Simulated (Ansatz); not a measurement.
```xyz
13

C    -0.496    0.926    1.128
N     0.083    0.045    0.139
C     1.199   -0.725    0.641
Zr   -0.654   -0.166   -1.713
F     0.781   -0.715   -2.850
F    -1.490    1.482   -2.198
F    -1.979   -1.549   -1.670
H    -0.878    0.364    1.991
H    -1.329    1.496    0.706
H     0.243    1.649    1.498
H     2.009   -0.071    0.990
H     0.898   -1.366    1.480
H     1.613   -1.370   -0.141
```

The species carries charge 0 and has multiplicity 1. Zr takes the def2 core potential.

(1) List the PBE/def2-TZVPP orbital energies in eV (Ansatz 0.2.0). (Best estimate.)

Results:

(1) Ansatz gave: Occupied: -659.47, -659.47, -659.22, -380.70, -269.96, -269.96, -55.22, -33.66, -33.44, -32.97, -28.11, -27.48, -27.39, -22.52, -18.01, -15.27, -11.83, -11.57, -11.52, -10.63, -10.54, -10.31, -10.06, -9.99, -9.91, -9.70, -9.60, -9.38, -9.37, -9.29, -8.08, -5.77. Lowest empty: -1.78, -1.24, -0.94, -0.52, -0.46, -0.19, 0.46, 0.58.
